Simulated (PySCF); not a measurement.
## Spectroscopy problems

All values are calculated (PySCF 2.14.0 with density-fitted response routines): shieldings: GIAO PBE0/pcSseg-1, GFN2-xTB geometry. One averaged value for each set of equivalent atoms, no solvent, single conformer, no relativistic terms.

Chemical shifts δ = σref − σ; ¹H (31.72 ppm) and ¹³C (186.93 ppm) vs TMS, all at this level. Splittings of carbon signals by F and P are missing where no couplings were computed. Where no couplings were computed, multiplicities follow the n + 1 count of equivalent neighbours, and m marks all less simple cases (inequivalent or close neighbours, rings, F or P nearby). Acid and N–H amide carbonyl carbons lie up to 10 ppm further downfield in solution (hydrogen bonding). Shifts are as computed. Against solution values, carbons near 30 ppm lie about +3 ppm off and those near 130 ppm about +5 ppm; carbons on Cl a further +6 ppm (rms about the fit 2.1 ppm; single classes can miss by 10 ppm). Of 1328 compounds with measured shifts, 309 miss one by over three times the rms of a fit or turn the order of signals round; such compounds aren't used in these exercises. Signals without a measured value on file couldn't be tested in this way; 1H shifts scatter by 0.2 ppm about their fit, and single ones miss by 0.5 ppm. Carbons bonded to Cl come out too deshielded. OH and NH positions are gas-phase values without hydrogen bonding to other molecules.

(1) C5H3F3O2. ¹H NMR (600 MHz, computed): δ 7.10 (m, 1H), 5.57 (m, 1H), 5.12 (br s, 1H). ¹³C{¹H} NMR (computed): δ 167.1 (C), 135.8 (C), 128.7 (C), 124.4 (CH), 87.4 (CH). What is it?

(2) C6H6O2. ¹H NMR (600 MHz, computed): δ 7.24 (t, 1H), 6.70 (s, 1H), 6.21 (d, 2H), 4.26 (br s, 2H). ¹³C{¹H} NMR (computed): δ 165.5 (C), 135.0 (CH), 109.5 (CH), 105.6 (CH). Identify the compound.

(3) C6H6O2. ¹H NMR (400 MHz, computed): δ 6.19 (br s, 1H), 6.12 (m, 1H), 5.54 (m, 1H), 5.47 (m, 1H), 3.24 (d, 2H). ¹³C{¹H} NMR (computed): δ 158.2 (C), 140.2 (CH), 125.5 (CH2), 95.7 (C), 79.8 (C), 28.1 (CH2). Give a structure.

(4) C4H3ClO2. ¹H NMR (400 MHz, computed): δ 5.18 (s, 2H), 0.91 (br s, 1H). ¹³C{¹H} NMR (computed): δ 174.3 (C), 154.1 (C), 147.3 (C), 64.8 (CH2). What is it?

Answers

(1) SMILES FC(c1ccc(O)o1)(F)F. Rings plus π bonds: 3 (1 ring in the answer). 5 carbon signals for 5 carbons: no two carbons are equivalent. Carbon types of the structure: 3 × C, 2 × CH, leaving 1 H on heteroatoms. δC 167.1: aromatic carbon bearing oxygen; an ipso carbon deshielded by its heteroatom. δC 135.8: substituted aromatic carbon next to the ring oxygen. δC 128.7: CF3 carbon; 3 electronegative neighbours deshield it. δC 124.4, 87.4: aromatic CH.

This is the structure that produced the data.

(2) resorcinol (SMILES Oc1cccc(O)c1). Rings plus π bonds: 4 (1 ring in the answer). 4 carbon signals for 6 carbons: some carbons are equivalent by symmetry or fast rotation. Carbon types of the structure: 2 × C, 4 × CH, leaving 2 H on heteroatoms. δC 165.5: aromatic carbon bearing oxygen; an ipso carbon deshielded by its heteroatom. δC 135.0, 109.5, 105.6: aromatic CH. δH 7.24, 6.70, 6.21: hydrogen on an aromatic CH. δH 4.26: hydrogen on a phenol-type oxygen; exchangeable; this is the value without hydrogen bonding to other molecules.

This is the structure that produced the data.

(3) SMILES C=CCC#CC(=O)O. The formula gives 4 degrees of unsaturation (no ring in the answer). 6 carbon signals for 6 carbons: no two carbons are equivalent. Carbon types of the structure: 3 × C, 1 × CH, 2 × CH2, leaving 1 H on heteroatoms. δC 158.2: carboxylic acid carbon; lone-pair donation from the attached heteroatom keeps it upfield of a ketone carbonyl. δC 140.2: alkene CH; the olefinic region. δC 125.5: terminal =CH2 carbon; an sp2 carbon of a C=C bond. δC 95.7, 79.8: alkyne carbon; sp carbons lie upfield of alkene carbons because the cylindrical π system leaves one tensor component strongly shielded.

The data come from this structure; uniqueness wasn't tested.

(4) `O=c1c(Cl)c1CO`. Rings plus π bonds: 3 (1 ring in the answer). 4 carbon signals for 4 carbons: no two carbons are equivalent. Carbon types of the structure: 3 × C, 1 × CH2, leaving 1 H on heteroatoms. δC 174.3, 154.1: unsaturated ring carbon. δC 147.3: ring carbonyl carbon. δC 64.8: sp3 CH2 bonded to O, on an unsaturated ring; pulled downfield by the heteroatom. δH 5.18: hydrogen on an sp3 CH2 bonded to O, on an unsaturated ring; its carbon carries O, an electronegative neighbour.

The data come from this structure; uniqueness wasn't tested.
